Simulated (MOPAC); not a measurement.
Input for MOPAC: AM1 on ammonia borane (SMILES [BH3-][NH3+]), a point of a torsion scan.

```
AM1 1SCF PRECISE CHARGE=0 THREADS=1
BH6N

B     -0.83396897 1     0.08634443 1    -0.00774439 1
N      0.83669488 1    -0.04556954 1    -0.00355051 1
H     -1.21504119 1    -0.65776887 1    -0.85438947 1
H     -1.06469536 1     1.22393070 1    -0.27320027 1
H     -1.18945244 1    -0.21420057 1     1.08631751 1
H      1.13513782 1    -0.43195851 1    -0.89008478 1
H      1.10115123 1    -0.67423167 1     0.74480095 1
H      1.24501501 1     0.86777168 1     0.14737287 1
```

It printed:

```
*******************************************************************************
 **                                                                           **
 **                              MOPAC v23.2.5                                **
 **                                                                           **
 *******************************************************************************
 ** MOPAC's Digital Object Identifier: https://doi.org/10.5281/zenodo.6511958 **
 **                                                                           **
 ** Please cite the open-source release paper for use of this MOPAC version:  **
 ** J. E. Moussa and J. J. P. Stewart (2026)                                  **
 ** MOPAC: An open-source semiempirical molecular orbital program             **
 ** J. Open Source Softw., 11(119), 8025, https://doi.org/10.21105/joss.08025 **
 *******************************************************************************

                              AM1 CALCULATION RESULTS

 *******************************************************************************
 *  AM1        - The AM1 Hamiltonian to be used
 *
 *
 *
 *                 CHARGE ON SYSTEM = 0
 *
 *
 *
 *  PRECISE    - TIGHTER CRITERIA TO BE USED
 *  1SCF       - DO 1 SCF AND THEN STOP
 *  THREADS=1  - MULTI-THREADING NOT USED
 *  T=         - A TIME OF 172800.0 SECONDS REQUESTED
 *  DUMP=N     - RESTART FILE WRITTEN EVERY 7200.0 SECONDS REQUESTED
 *******************************************************************************
AM1 1SCF PRECISE CHARGE=0 THREADS=1
 BH6N

   ATOM   CHEMICAL          X               Y               Z
  NUMBER   SYMBOL      (ANGSTROMS)     (ANGSTROMS)     (ANGSTROMS)

     1       B         -0.83396897  *   0.08634443  *  -0.00774439  *
     2       N          0.83669488  *  -0.04556954  *  -0.00355051  *
     3       H         -1.21504119  *  -0.65776887  *  -0.85438947  *
     4       H         -1.06469536  *   1.22393070  *  -0.27320027  *
     5       H         -1.18945244  *  -0.21420057  *   1.08631751  *
     6       H          1.13513782  *  -0.43195851  *  -0.89008478  *
     7       H          1.10115123  *  -0.67423167  *   0.74480095  *
     8       H          1.24501501  *   0.86777168  *   0.14737287  *



          CARTESIAN COORDINATES

    NO.       ATOM           X           Y           Z

     1         B         -0.8340      0.0863     -0.0077
     2         N          0.8367     -0.0456     -0.0036
     3         H         -1.2150     -0.6578     -0.8544
     4         H         -1.0647      1.2239     -0.2732
     5         H         -1.1895     -0.2142      1.0863
     6         H          1.1351     -0.4320     -0.8901
     7         H          1.1012     -0.6742      0.7448
     8         H          1.2450      0.8678      0.1474

  H: (AM1): M.J.S. DEWAR ET AL, J. AM. CHEM. SOC. 107 3902-3909 (1985)
  B: (AM1): M.J.S. DEWAR ET AL, ORGANOMETALLICS, 7, 513-521 (1988)
  N: (AM1): M.J.S. DEWAR ET AL, J. AM. CHEM. SOC. 107 3902-3909 (1985)

           Empirical Formula: H6 N B  =     8 atoms



      MOLECULAR POINT GROUP   :   C3


      RHF CALCULATION, NO. OF DOUBLY OCCUPIED LEVELS = 7


 -------------------------------------------------------------------------------
 AM1 1SCF PRECISE CHARGE=0 THREADS=1
 BH6N



     1SCF WAS SPECIFIED, SO BFGS WAS NOT USED
     SCF FIELD WAS ACHIEVED


                              AM1 CALCULATION
                                                       MOPAC v23.2.5 Linux




          FINAL HEAT OF FORMATION =        -15.51265 KCAL/MOL =     -64.90495 KJ/MOL


          COSMO AREA              =         77.49 SQUARE ANGSTROMS
          COSMO VOLUME            =         58.60 CUBIC ANGSTROMS

          IONIZATION POTENTIAL    =          9.994007 EV
          HOMO LUMO ENERGIES (EV) =         -9.994  2.043
          NO. OF FILLED LEVELS    =          7
          MOLECULAR WEIGHT        =         30.8641         POINT GROUP:  C3

          MOLECULAR DIMENSIONS (Angstroms)

            Atom       Atom       Distance
            H     8    H     3     3.06312
            H     5    H     6     2.84965
            H     4    H     7     2.73375


          SCF CALCULATIONS        =          1





   ATOM   CHEMICAL          X               Y               Z
  NUMBER   SYMBOL      (ANGSTROMS)     (ANGSTROMS)     (ANGSTROMS)

     1       B         -0.83396897  *   0.08634443  *  -0.00774439  *
     2       N          0.83669488  *  -0.04556954  *  -0.00355051  *
     3       H         -1.21504119  *  -0.65776887  *  -0.85438947  *
     4       H         -1.06469536  *   1.22393070  *  -0.27320027  *
     5       H         -1.18945244  *  -0.21420057  *   1.08631751  *
     6       H          1.13513782  *  -0.43195851  *  -0.89008478  *
     7       H          1.10115123  *  -0.67423167  *   0.74480095  *
     8       H          1.24501501  *   0.86777168  *   0.14737287  *

                             CARTESIAN COORDINATES

   1    B       -0.833968970     0.086344430    -0.007744390
   2    N        0.836694880    -0.045569540    -0.003550510
   3    H       -1.215041190    -0.657768870    -0.854389470
   4    H       -1.064695360     1.223930700    -0.273200270
   5    H       -1.189452440    -0.214200570     1.086317510
   6    H        1.135137820    -0.431958510    -0.890084780
   7    H        1.101151230    -0.674231670     0.744800950
   8    H        1.245015010     0.867771680     0.147372870


           Empirical Formula: H6 N B  =     8 atoms



      MOLECULAR POINT GROUP   :   C3


                  EIGENVALUES
 -35.65529 -21.01888 -18.15670 -18.08088 -13.41792 -10.05995  -9.99401   2.04346
   4.04703   4.08699   4.13514   6.02331   6.97863   7.01452


              NET ATOMIC CHARGES AND DIPOLE CONTRIBUTIONS

  ATOM NO.   TYPE          CHARGE      No. of ELECS.   s-Pop       p-Pop
    1          B          -0.068895        3.0689     1.18326     1.88564
    2          N          -0.166205        5.1662     1.47701     3.68920
    3          H          -0.113433        1.1134     1.11343
    4          H          -0.116134        1.1161     1.11613
    5          H          -0.110710        1.1107     1.11071
    6          H           0.191963        0.8080     0.80804
    7          H           0.190175        0.8098     0.80983
    8          H           0.193240        0.8068     0.80676
 DIPOLE           X         Y         Z       TOTAL
 POINT-CHG.     4.705    -0.411     0.042     4.723
 HYBRID         0.903    -0.078     0.002     0.907
 SUM            5.608    -0.489     0.045     5.629


          ATOMIC ORBITAL ELECTRON POPULATIONS

     Atom    s        px        py        pz
    1  B   1.18326   0.39298   0.74541   0.74725
    2  N   1.47701   1.43380   1.12797   1.12743
    3  H   1.11343
    4  H   1.11613
    5  H   1.11071
    6  H   0.80804
    7  H   0.80983
    8  H   0.80676

 **********************
 *                    *
 * JOB ENDED NORMALLY *
 *                    *
 **********************




 == MOPAC DONE ==
```

The run finished.

Cost: very roughly 0.020 core-seconds.
